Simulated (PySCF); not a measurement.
Species: diboron dioxide, B2O2.
SMILES: `O=BB=O`

Method used: MP2 and CCSD/aug-cc-pVDZ in PySCF, restricted Hartree–Fock reference, 4 core orbitals frozen, non-relativistic, gas phase, PBE0-D3(BJ)/def2-SVP geometry.

E(HF) = -199.20758 Eh.

Task: How large is the problem?

Result: 92 basis functions and 26 electrons; 4 orbitals frozen, which leaves o = 9 correlated occupied and v = 79 virtual orbitals. That is o·v = 711 singles and o·v(o·v + 1)/2 = 253116 distinct closed-shell doubles amplitudes before symmetry; the costliest CCSD step grows as o²v⁴ = 3.2 × 10^9.

Task: What are the MP2 and CCSD correlation energies?

Result: MP2 -0.5422 Eh and CCSD -0.5439 Eh, which gives totals of -199.74981 and -199.75145 Eh. That is 0.822 eV for each correlated electron at CCSD (1428 kJ/mol in all, 0.272 % of the total energy); MP2 gives 99.7 % of the CCSD value.

Task: What is the T1 diagnostic?

Result: 0.0230, above the customary warning level of 0.02 for a single-reference treatment. It is the norm of the spatial-orbital singles amplitudes over the root of the number of correlated electrons, so the norm is 0.098.

Connected triples and the basis-set limit are missing.

The job also held the EOM ionisation and excitation roots. Time: 2.5 min; peak memory 0.79 GiB. Hardware: one thread, Arm Neoverse V1 (aarch64), on a shared host.
